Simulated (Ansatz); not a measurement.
Basis sets compared for GeMe4 (C₄H₁₂Ge). The state is a singlet with charge 0. Geometry PBE-D4/def2-SVP. Ansatz on 2 threads of AMD EPYC 7R13 on a shared host; times are rough, and most runs start from earlier orbitals.

```
atom   x (Å)   y (Å)   z (Å)
 Ge1   0.000   0.000   0.000
  C2  -0.707   0.179   1.834
  H3  -0.315   1.097   2.317
  H4  -0.412  -0.691   2.454
  H5  -1.814   0.238   1.823
  C6  -0.713  -1.646  -0.822
  H7  -0.331  -1.765  -1.856
  H8  -1.821  -1.615  -0.863
  H9  -0.413  -2.538  -0.237
 C10   1.970  -0.095   0.061
 H11   2.389  -0.200  -0.960
 H12   2.302  -0.965   0.663
 H13   2.393   0.823   0.516
 C14  -0.550   1.562  -1.072
 H15  -0.162   2.500  -0.626
 H16  -1.655   1.634  -1.123
 H17  -0.160   1.484  -2.107
```

Binding counts from free atoms (Ge triplet, C triplet, H doublet) in the same basis, without a counterpoise term.

| level | functions | energy (Eh) | HOMO (eV) | LUMO (eV) | binding per atom (eV) | wall time |
| --- | --- | --- | --- | --- | --- | --- |
| PBE-D4/def2-SVP | 148 | -2235.7527 | -6.74 | 0.59 | 3.88 | 2.2 s |
| PBE0-D4/def2-SVP | 148 | -2235.8497 | -8.03 | 1.40 | 3.86 | 3.1 s |

Q: Estimate the rows for PBE-D4/def2-TZVP, PBE0-D4/def2-TZVP.

A: 
| level | functions | energy (Eh) | HOMO (eV) | LUMO (eV) | binding per atom (eV) | wall time |
| --- | --- | --- | --- | --- | --- | --- |
| PBE-D4/def2-TZVP | 244 | -2236.1944 | -6.82 | 0.02 | 3.86 | 4.3 s |
| PBE0-D4/def2-TZVP | 244 | -2236.2836 | -8.06 | 0.78 | 3.83 | 7 s |
